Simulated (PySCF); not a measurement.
# SMILES OC[C@@H]1C[AsH][AsH]1, C3H8As2O

Geometry (Å), atoms numbered from 1 in this order:
```xyz
14

O     1.969   -0.562   -1.281
C     1.326   -0.653   -0.028
C     0.159    0.322    0.043
C    -0.904    0.026    1.094
As   -2.542    0.669    0.156
As   -0.928    0.338   -1.644
H     2.381    0.306   -1.351
H     0.954   -1.681    0.030
H     2.043   -0.497    0.792
H     0.552    1.339    0.193
H    -0.700    0.473    2.072
H    -0.999   -1.056    1.239
H    -2.142    2.136    0.262
H    -1.170   -1.159   -1.599
```

Computed with PySCF 2.14.0, TDDFT B3LYP/aug-cc-pVDZ circular dichroism and optical rotation, one conformer, gas phase. Geometry: GFN2-xTB.

The molecule is flexible and this is one conformer; a measurement averages over conformers. The calculation is non-relativistic, which matters for the atoms heavier than Zn.

Problem. Draw the ECD and absorption spectra from the lowest 8 states, each a Gaussian of half-width 0.2 eV at 1/e height.

Solution. 
```csv
E (eV),λ (nm),Δε (L mol⁻¹ cm⁻¹),ε (L mol⁻¹ cm⁻¹)
4.39,283,0.00,2.22
4.54,273,+0.11,81.8
4.69,264,+2.65,1170
4.84,256,+19.26,6350
4.99,249,+43.65,12800
5.14,241,+9.55,10500
5.29,234,-46.90,5730
5.44,228,-10.61,4110
5.59,222,+18.40,2520
```
Δε uses R in velocity form, ε uses f in length form. Only the states computed contribute, so the short-wavelength end is incomplete.
